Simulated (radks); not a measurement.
Results of a calculation; reference values are marked as such.
Zr IX, 32 electrons, occupied as [Ar] 3d10 4s2 4p2. Code: a radial shooting solver on a logarithmic mesh with Libxc functionals. Model: Dirac Kohn-Sham, OLYP, spin-unpolarised, spherical densities, finite nucleus; open shells fill j = l - 1/2 first; Fermi nuclear charge, rms radius 4.2694 fm.

Spin-orbit splittings of the eigenvalues, e(l+1/2) - e(l-1/2), with zeta = 2 splitting/(2l+1) and mean radii in bohr:

shell  occ.  splitting (eV)  zeta (eV)  <r> j=l-1/2  <r> j=l+1/2
2p        6               ?          ?       0.1386       0.1430
3p        6           13.82      9.210       0.4524       0.4626
3d       10           2.554      1.022       0.4447       0.4481
4p        2           2.473      1.649        1.178        1.198

Estimate the 2p splitting.

Answer. 85.91 eV (zeta = 57.27 eV).
